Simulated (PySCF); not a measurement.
# Optical rotation: `C[C@H](C#N)[C@H]1C[C@H](F)O1`, C6H8FNO

Geometry:
```csv
atom,x (Å),y (Å),z (Å)
C1,-2.002,-0.815,-0.298
C2,-1.129,0.319,0.249
C3,-0.946,1.334,-0.764
N4,-0.794,2.115,-1.584
C5,0.232,-0.211,0.717
C6,1.292,-0.488,-0.362
C7,2.093,0.585,0.376
F8,3.207,0.088,0.995
O9,1.061,0.815,1.290
H10,-2.961,-0.426,-0.630
H11,-2.175,-1.557,0.477
H12,-1.514,-1.298,-1.142
H13,-1.616,0.792,1.110
H14,0.078,-1.029,1.430
H15,1.748,-1.473,-0.334
H16,1.005,-0.222,-1.375
H17,2.412,1.483,-0.165
```

Theory: PySCF, TDDFT B3LYP/def2-SVPD circular dichroism and optical rotation, one conformer, gas phase. Geometry: GFN2-xTB.

The molecule is flexible and this is one conformer; a measurement averages over conformers. States above about 8.4 eV lie in this functional's continuum (it starts at minus the energy of the highest occupied orbital, well below the true ionisation energy for most functionals) and depend on the basis.

Stereocentres: C2 R, C5 R, C7 S.

Q: Give the optical rotatory dispersion at 633, 589.3, 546, 436, 405, 365, 355 nm.

A: [α] in deg dm⁻¹ (g/mL)⁻¹:
```tsv
λ (nm)	origin-invariant length gauge	modified velocity gauge	length gauge (centre of mass)	isotropic polarisability (au)
633	+54.2	+67.2	+55.5	76.7
589.3	+64.0	+79.1	+65.5	76.9
546	+76.6	+94.6	+78.4	77.2
436	+134.7	+164.8	+137.6	78.3
405	+164.3	+200.2	+167.7	78.8
365	+220.7	+267.3	+225.1	79.6
355	+239.7	+289.8	+244.4	79.9
```

Q: And for the mirror image at 589.3 nm?

A: -64.0 deg dm⁻¹ (g/mL)⁻¹ (origin-invariant length gauge): the same size and the opposite sign.

Q: What is the molar rotation [Φ] = [α]·M/100 of the geometry above at 589.3 nm?

A: With M = 129.13 g/mol, +82.6 deg cm² dmol⁻¹ (origin-invariant length gauge).

The first excitation lies at 7.41 eV (167 nm) with R = +8.6 × 10⁻⁴⁰ esu² cm² (velocity form).
